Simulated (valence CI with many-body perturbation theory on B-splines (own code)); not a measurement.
# Hyperfine factors and g values of Ir XLV

Computed by configuration interaction combined with many-body perturbation theory (CI+MBPT): five valence electrons over a frozen Dirac-Fock core [Ar] 3d10, a basis of 9 s, 9 p, 8 d, 6 f, 3 g, 1 h functions for each j, with the one-electron correlation potential Σ1, the two-electron term Σ2, the three-electron term Σ3, Breit, model QED; selected CI, second order for the rest (own B-spline code, finite nucleus).

The last digits are not significant, and no measured levels were compared; by estimate large intervals hold to a few tenths of a per cent, small ones and those within an open d or f shell to about a per cent. Among the levels kept, up to 310 cm⁻¹ of a level comes from second order outside the variational space, and about a tenth of that is noise between levels of different J, which matters for small intervals.

A/g_I is the dipole constant over the nuclear g factor μ/I (μ in nuclear magnetons, uniformly magnetised nucleus), B/Q the quadrupole constant per barn. Both hold the static response of the core; the bare values leave it out. Large factors of s and p1/2 electrons are usually good to 5 to 10 %; those of open d and f shells near neutrality can be off by tens of per cent, and small factors of p3/2, d and f electrons come from cancelling terms and can be off by a factor of two or in sign, in half-filled shells by more. B is blank for J = 1/2, where it vanishes, and for nearly pure S terms. Energies count from the lowest level.

Levels are named by their leading jj configuration (3d3/2^4 stands for four electrons in 3d with j = 3/2), which in mixed levels can hold well under half, so a name can repeat and another be missing. Letters in brackets count levels of one name in rising energy.

```tsv
Level	E (Ry)	g	A/g_I (MHz)	A/g_I bare	B/Q (MHz/b)	B/Q bare
(4s^2 4p1/2^2 4p3/2) J=3/2	0.000	1.358	65300	62800	128000	124000
(4s^2 4p1/2 4p3/2^2) J=3/2	8.191	1.457	-42300	-41700	13800	13400
(4s^2 4p1/2 4p3/2^2) J=5/2	8.616	1.195	178000	172000	-441	-412
(4s^2 4p1/2 4p3/2^2) J=1/2	9.151	0.658	619000	600000		
(4s^2 4p1/2^2 4d3/2) J=3/2	12.104	0.786	31000	31200	19800	19600
(4s^2 4p1/2^2 4d5/2) J=5/2	14.340	1.238	53000	52000	7160	7310
(4s 4p1/2^2 4p3/2^2) J=5/2	16.102	1.441	379000	368000	45600	44300
(4s 4p1/2^2 4p3/2^2) J=1/2	17.150	2.097	1790000	1740000		
(4s 4p1/2^2 4p3/2^2) J=3/2	17.299	1.173	-265000	-257000	-26700	-25900
(4s^2 4p3/2^3) J=3/2	17.420	1.305	68800	66300	-142000	-137000
(4s^2 4p1/2 4p3/2 4d3/2) J=5/2 [a]	20.245	0.960	134000	130000	-17300	-16500
(4s^2 4p1/2 4p3/2 4d3/2) J=3/2 [a]	20.278	0.911	120000	117000	-80700	-78200
(4s^2 4p1/2 4p3/2 4d3/2) J=1/2 [a]	20.296	0.199	243000	238000		
(4s^2 4p1/2 4p3/2 4d3/2) J=7/2	20.673	1.041	130000	126000	134000	130000
(4s^2 4p1/2 4p3/2 4d3/2) J=5/2 [b]	21.806	1.195	6150	6250	123000	119000
(4s^2 4p1/2 4p3/2 4d3/2) J=3/2 [b]	21.913	1.197	26200	25300	12300	11700
(4s^2 4p1/2 4p3/2 4d3/2) J=1/2 [b]	21.986	1.704	288000	278000		
(4s^2 4p1/2 4p3/2 4d5/2) J=7/2 [a]	22.077	1.310	-31400	-30100	145000	141000
(4s^2 4p1/2 4p3/2 4d5/2) J=3/2 [a]	22.345	1.409	-24600	-23200	-56300	-54500
(4s^2 4p1/2 4p3/2 4d5/2) J=9/2	22.552	1.192	97600	94900	136000	132000
(4s^2 4p1/2 4p3/2 4d5/2) J=5/2 [a]	22.568	1.148	165000	161000	-100000	-96800
(4s^2 4p1/2 4p3/2 4d5/2) J=7/2 [b]	23.591	1.116	113000	109000	9260	9320
(4s^2 4p1/2 4p3/2 4d5/2) J=5/2 [b]	23.594	1.247	-33500	-32100	20000	19700
(4s^2 4p1/2 4p3/2 4d5/2) J=3/2 [b]	23.763	0.943	172000	168000	16400	16000
(4s^2 4p1/2 4p3/2 4d5/2) J=1/2	23.854	1.259	-238000	-229000		
(4s 4p1/2 4p3/2^3) J=3/2 [a]	24.872	1.473	289000	280000	-115000	-112000
(4s 4p1/2 4p3/2^3) J=5/2	25.459	1.285	485000	470000	-159000	-154000
(4s 4p1/2 4p3/2^3) J=1/2	26.249	1.333	-587000	-569000		
(4s 4p1/2 4p3/2^3) J=3/2 [b]	26.302	1.093	101000	97800	-8330	-8030
(4s^2 4p1/2^2 4f5/2) J=5/2	27.659	0.929	-4670	-3930	45900	44100
(4s 4p1/2^2 4p3/2 4d3/2) J=3/2 [a]	27.933	1.317	212000	206000	-3430	-3560
(4s 4p1/2^2 4p3/2 4d3/2) J=1/2 [a]	27.941	2.474	1000000	971000		
(4s 4p1/2^2 4p3/2 4d3/2) J=5/2 [a]	27.947	1.212	303000	294000	3570	3290
(4s 4p1/2^2 4p3/2 4d3/2) J=7/2	27.999	1.231	217000	211000	105000	101000
(4s^2 4p1/2^2 4f7/2) J=7/2	28.786	1.215	97000	94600	4250	3480
(4s 4p1/2^2 4p3/2 4d3/2) J=3/2 [b]	28.912	0.993	94000	91600	-74900	-72600
(4s 4p1/2^2 4p3/2 4d3/2) J=1/2 [b]	29.529	0.549	256000	249000		
(4s 4p1/2^2 4p3/2 4d5/2) J=9/2	29.648	1.363	236000	229000	136000	132000
(4s 4p1/2^2 4p3/2 4d3/2) J=5/2 [b]	29.761	0.905	-89900	-86600	74600	72600
(4s^2 4p3/2^2 4d3/2) J=3/2 [a]	29.948	1.184	46400	44900	-55700	-54200
```

(1) Take the isotope of mass number 191, with I = 3/2, μ = 0.1502 μN, leaving out the quadrupole term. What is the hyperfine structure of (4s^2 4p1/2 4p3/2^2) J=3/2?

Answers

(1) From the table A = -4240 MHz. Shifts from the centre of gravity in MHz: F = 0: 15900, F = 1: 11700, F = 2: 3180, F = 3: -9540.
